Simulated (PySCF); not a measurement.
C2H6OZn, charge +1, doublet (typed; the unrestricted solution is spin-contaminated), geometry from GFN2-xTB (such geometries of metal compounds can be far from the true shape) (a state made from the parent by changing its charge; the spin is typed, not shown lowest); DF-BHANDHLYP/STO-3G (PySCF).

The PySCF input:
```python
from pyscf import gto, scf, dft

mol = gto.Mole()
mol.atom = '''
    Zn    0.660528    0.078930    0.313643
    C    -0.279773   -0.973573   -1.305849
    C    -1.663825   -0.509349   -1.220521
    H    -0.103098   -2.013784   -1.029938
    H     0.292173   -0.629144   -2.168047
    H    -1.786687    0.555696   -1.436145
    H    -2.171314   -0.801466   -0.296286
    H    -2.227819   -1.025483   -2.020479
    O    -0.279399    1.104988    1.328493
    H     0.077703    1.603923    2.071895
'''
mol.basis = 'sto-3g'
mol.charge = 1
mol.spin = 1
mol.verbose = 4
mol.build()

mf = dft.UKS(mol)
mf.xc = 'bhandhlyp'
mf = mf.density_fit(auxbasis='def2-universal-jkfit')
mf.kernel()
```

The log (banner, timings and long lists left out):

```
PySCF version 2.14.0

[INPUT] verbose = 4
[INPUT] num. atoms = 10
[INPUT] num. electrons = 55
[INPUT] charge = 1
[INPUT] spin (= nelec alpha-beta = 2S) = 1
[INPUT] symmetry False subgroup None
[INPUT] Mole.unit = angstrom
[INPUT] Symbol           X                Y                Z      unit          X                Y                Z       unit  Magmom
[INPUT]  1 Zn     0.660528000000   0.078930000000   0.313643000000 AA    1.248217017607   0.149156083012   0.592699370887 Bohr   0.0
[INPUT]  2 C     -0.279773000000  -0.973573000000  -1.305849000000 AA   -0.528694347048  -1.839786332271  -2.467696970037 Bohr   0.0
[INPUT]  3 C     -1.663825000000  -0.509349000000  -1.220521000000 AA   -3.144173569204  -0.962530111821  -2.306450419280 Bohr   0.0
[INPUT]  4 H     -0.103098000000  -2.013784000000  -1.029938000000 AA   -0.194826983990  -3.805500234031  -1.946300745282 Bohr   0.0
[INPUT]  5 H      0.292173000000  -0.629144000000  -2.168047000000 AA    0.552126950993  -1.188909852913  -4.097015055185 Bohr   0.0
[INPUT]  6 H     -1.786687000000   0.555696000000  -1.436145000000 AA   -3.376349100321   1.050113248516  -2.713920725163 Bohr   0.0
[INPUT]  7 H     -2.171314000000  -0.801466000000  -0.296286000000 AA   -4.103188790434  -1.514551238151  -0.559899394543 Bohr   0.0
[INPUT]  8 H     -2.227819000000  -1.025483000000  -2.020479000000 AA   -4.209967765102  -1.937882015397  -3.818151950435 Bohr   0.0
[INPUT]  9 O     -0.279399000000   1.104988000000   1.328493000000 AA   -0.527987589477   2.088124690931   2.510487928402 Bohr   0.0
[INPUT] 10 H      0.077703000000   1.603923000000   2.071895000000 AA    0.146837389057   3.030975194891   3.915314108856 Bohr   0.0

nuclear repulsion = 249.662707842728
number of shells = 23
number of NR pGTOs = 117
number of NR cGTOs = 39
basis = sto-3g
ecp = {}

******** <class 'pyscf.df.df_jk.DFUKS'> ********
method = DFUKS
initial guess = minao
damping factor = 0
level_shift factor = 0
DIIS = <class 'pyscf.scf.diis.CDIIS'>
diis_start_cycle = 1
diis_space = 8
diis_damp = 0
SCF conv_tol = 1e-09
SCF conv_tol_grad = None
SCF max_cycles = 50
direct_scf = False
number electrons alpha = 28  beta = 27
XC library pyscf.dft.libxc version 7.1.2
    S. Lehtola, C. Steigemann, M. J. T. Oliveira, and M. A. L. Marques,  SoftwareX 7, 1–5 (2018)
XC functionals = bhandhlyp
    A. D. Becke,  J. Chem. Phys. 98, 1372 (1993)
    Defined through Gaussian implementation.
radial grids:
    Treutler-Ahlrichs [JCP 102, 346 (1995); DOI:10.1063/1.469408] (M4) radial grids

becke partition: Becke, JCP 88, 2547 (1988); DOI:10.1063/1.454033
pruning grids: <function nwchem_prune>
grids dens level: 3
symmetrized grids: False
atomic radii adjust function: <function treutler_atomic_radii_adjust>
small_rho_cutoff = 0
Set gradient conv threshold to 3.16228e-05
tot grids = 121808
******** <class 'pyscf.df.df.DF'> ********
auxbasis = def2-universal-jkfit
init E= -1909.74208419582

cycle= 1 E= -1910.22855287884  delta_E= -0.486  |g|= 1.24  |ddm|= 3.09
cycle= 2 E= -1906.292191921  delta_E= 3.94  |g|= 2.31  |ddm|=  3.3
cycle= 3 E= -1910.37520788173  delta_E= -4.08  |g|= 0.819  |ddm|= 2.85
cycle= 4 E= -1910.62937186677  delta_E= -0.254  |g|= 0.95  |ddm|=  2.4
cycle= 5 E= -1911.06274584817  delta_E= -0.433  |g|= 0.695  |ddm|= 0.563
cycle= 6 E= -1911.1849767259  delta_E= -0.122  |g|= 0.597  |ddm|= 0.235
cycle= 7 E= -1911.31166965887  delta_E= -0.127  |g|= 0.476  |ddm|= 0.552
cycle= 8 E= -1911.34818410514  delta_E= -0.0365  |g|= 0.433  |ddm|= 0.196
cycle= 9 E= -1911.45455705783  delta_E= -0.106  |g|= 0.259  |ddm|= 0.683
cycle= 10 E= -1911.49216932437  delta_E= -0.0376  |g|= 0.145  |ddm|= 0.214
cycle= 11 E= -1911.51044428134  delta_E= -0.0183  |g|= 0.0206  |ddm|= 0.286
cycle= 12 E= -1911.51101872202  delta_E= -0.000574  |g|= 0.0148  |ddm|= 0.0388
cycle= 13 E= -1911.51148313251  delta_E= -0.000464  |g|= 0.0122  |ddm|= 0.034
cycle= 14 E= -1911.51206776683  delta_E= -0.000585  |g|= 0.00735  |ddm|= 0.0569
cycle= 15 E= -1911.51241210911  delta_E= -0.000344  |g|= 0.0031  |ddm|= 0.0648
cycle= 16 E= -1911.51246683714  delta_E= -5.47e-05  |g|= 0.00209  |ddm|= 0.0246
cycle= 17 E= -1911.51248963957  delta_E= -2.28e-05  |g|= 0.00174  |ddm|= 0.0101
cycle= 18 E= -1911.51250997791  delta_E= -2.03e-05  |g|= 0.00136  |ddm|= 0.0111
cycle= 19 E= -1911.51252793604  delta_E= -1.8e-05  |g|= 0.00113  |ddm|= 0.0124
cycle= 20 E= -1911.51254246639  delta_E= -1.45e-05  |g|= 0.00103  |ddm|= 0.0112
cycle= 21 E= -1911.51255137863  delta_E= -8.91e-06  |g|= 0.000968  |ddm|= 0.00679
cycle= 22 E= -1911.51256379869  delta_E= -1.24e-05  |g|= 0.000936  |ddm|= 0.00993
cycle= 23 E= -1911.5125697284  delta_E= -5.93e-06  |g|= 0.000931  |ddm|= 0.00479
cycle= 24 E= -1911.51257214606  delta_E= -2.42e-06  |g|= 0.000932  |ddm|= 0.00195
cycle= 25 E= -1911.51256895807  delta_E= 3.19e-06  |g|= 0.000925  |ddm|= 0.0026
cycle= 26 E= -1911.51255826515  delta_E= 1.07e-05  |g|= 0.000901  |ddm|= 0.00914
cycle= 27 E= -1911.51254640615  delta_E= 1.19e-05  |g|= 0.000867  |ddm|= 0.0116
cycle= 28 E= -1911.51253953726  delta_E= 6.87e-06  |g|= 0.000823  |ddm|= 0.00954
cycle= 29 E= -1911.51253653719  delta_E= 3e-06  |g|= 0.000777  |ddm|= 0.00833
cycle= 30 E= -1911.51254053145  delta_E= -3.99e-06  |g|= 0.000683  |ddm|= 0.0164
cycle= 31 E= -1911.51255072583  delta_E= -1.02e-05  |g|= 0.000548  |ddm|= 0.0226
cycle= 32 E= -1911.51255857972  delta_E= -7.85e-06  |g|= 0.000433  |ddm|= 0.0198
cycle= 33 E= -1911.51256292909  delta_E= -4.35e-06  |g|= 0.000342  |ddm|= 0.0128
cycle= 34 E= -1911.5125667397  delta_E= -3.81e-06  |g|= 0.000242  |ddm|= 0.0141
cycle= 35 E= -1911.51256790947  delta_E= -1.17e-06  |g|= 0.000161  |ddm|= 0.00661
cycle= 36 E= -1911.512568638  delta_E= -7.29e-07  |g|= 9.55e-05  |ddm|= 0.00612
cycle= 37 E= -1911.51256881033  delta_E= -1.72e-07  |g|= 6.93e-05  |ddm|= 0.00217
cycle= 38 E= -1911.5125689083  delta_E= -9.8e-08  |g|= 4.93e-05  |ddm|= 0.00169
cycle= 39 E= -1911.51256892502  delta_E= -1.67e-08  |g|= 4.4e-05  |ddm|= 0.000636
cycle= 40 E= -1911.5125689282  delta_E= -3.19e-09  |g|= 4.3e-05  |ddm|= 0.000169
cycle= 41 E= -1911.51256892855  delta_E= -3.48e-10  |g|= 4.2e-05  |ddm|= 0.00024
cycle= 42 E= -1911.51256893315  delta_E= -4.6e-09  |g|= 4.11e-05  |ddm|= 0.000391
cycle= 43 E= -1911.51256894436  delta_E= -1.12e-08  |g|= 4.01e-05  |ddm|= 0.000605
cycle= 44 E= -1911.51256897635  delta_E= -3.2e-08  |g|= 3.93e-05  |ddm|= 0.00116
cycle= 45 E= -1911.51256899197  delta_E= -1.56e-08  |g|= 3.92e-05  |ddm|= 0.000412
cycle= 46 E= -1911.51256899431  delta_E= -2.34e-09  |g|= 3.92e-05  |ddm|= 4.88e-05
cycle= 47 E= -1911.51256898209  delta_E= 1.22e-08  |g|= 3.92e-05  |ddm|= 0.000246
cycle= 48 E= -1911.51256897822  delta_E= 3.87e-09  |g|= 3.91e-05  |ddm|= 7.98e-05
cycle= 49 E= -1911.5125689656  delta_E= 1.26e-08  |g|= 3.9e-05  |ddm|= 0.000246
cycle= 50 E= -1911.51256895852  delta_E= 7.07e-09  |g|= 3.9e-05  |ddm|= 0.000138
SCF not converged.
SCF energy = -1911.51256895852 after 50 cycles  <S^2> = 1.4948755  2S+1 = 2.6418747
```

Convergence was not reached.
